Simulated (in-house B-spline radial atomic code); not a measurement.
The numbers below are computed, except where a source is named.
Weak and strong correlation along the adiabatic connection

Two-electron singlets in several external potentials (atomic units), by full CI in B-splines with partial waves to l = 8 (correlation energies up to 0.6 % small). The repulsion is scaled by λ at fixed density; W(λ) is the mean repulsion less the Hartree energy, W(0) = E_x, and the area under W from 0 to 1 is E_xc.

Relative drop (W(λ) − E_x)/E_x:

```csv
system,λ = 0.12,λ = 0.25,λ = 0.4,λ = 0.6,λ = 0.8,λ = 1
"−V exp(−r²/w²), V = 2.43, w = 12.9",0.0401,0.0754,0.1081,0.1421,0.1683,0.1890
"ω²r²/2, ω = 0.606",0.0202,0.0399,0.0603,0.0841,0.1045,0.1224
"−V exp(−r²/w²), V = 0.466, w = 9.53",0.0554,0.1002,0.1387,0.1757,0.2024,0.2227
"−Z exp(−kr)/r, Z = 1.61, k = 0.0771",0.0148,0.0296,0.0455,0.0647,0.0820,0.0976
"−Z/r, Z = 1.04",0.0324,0.0622,0.0912,0.1230,0.1489,0.1704
"ω²r²/2 − Z/r, ω = 1.39, Z = 2",0.0078,0.0159,0.0248,0.0361,0.0467,0.0567
"−Z exp(−kr)/r, Z = 8.79, k = 3.27",0.0024,0.0050,0.0079,0.0118,0.0156,0.0193
```

Question: Order the systems by how far second-order (GL2) theory, half the initial slope (estimated from the first points of each curve), overshoots the correlation energy, least first.
A. −Z exp(−kr)/r, Z = 8.79, k = 3.27
B. −V exp(−r²/w²), V = 2.43, w = 12.9
C. ω²r²/2, ω = 0.606
D. −Z exp(−kr)/r, Z = 1.61, k = 0.0771
E. −Z/r, Z = 1.04
F. ω²r²/2 − Z/r, ω = 1.39, Z = 2
G. −V exp(−r²/w²), V = 0.466, w = 9.53

Answer: A (GL2/E_c = 1.03), F (GL2/E_c = 1.11), D (GL2/E_c = 1.20), C (GL2/E_c = 1.28), E (GL2/E_c = 1.45), B (GL2/E_c = 1.59), G (GL2/E_c = 1.85).

Question: What else changes along this order?

Answer: The ratio follows the bend of the curve. With it the leading natural occupation goes from 1.999 to 1.806 and −T_c/E_c from 0.97 to 0.55 between the first and the last.
